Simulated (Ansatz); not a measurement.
Ansatz (an electronic-structure program) input:

Ansatz 0.2 input:
```yaml
crystal:
  periodic: [false, false, false]
  atoms:
    - {symbol: Sn, position_ang: [0.00378520, -0.00760864, 0.66407584]}
    - {symbol: Cl, position_ang: [1.25285879, 1.47717469, -0.96695857]}
    - {symbol: Cl, position_ang: [-1.26399173, -1.45479634, -0.98620567]}
basis:
  gaussian:
    orbitals: def2-SVPD
total_charge: -1
magnetization: {spin_polarized: true, initial_magnetization: 1}
correlation: {method: ccsd_t, electrons: outside_noble_gas}
output: {forces: true}
```

Q: Predict the final energy.

A: -1132.64366 Eh (CCSD(T)/def2-SVPD). The basis has 86 functions.
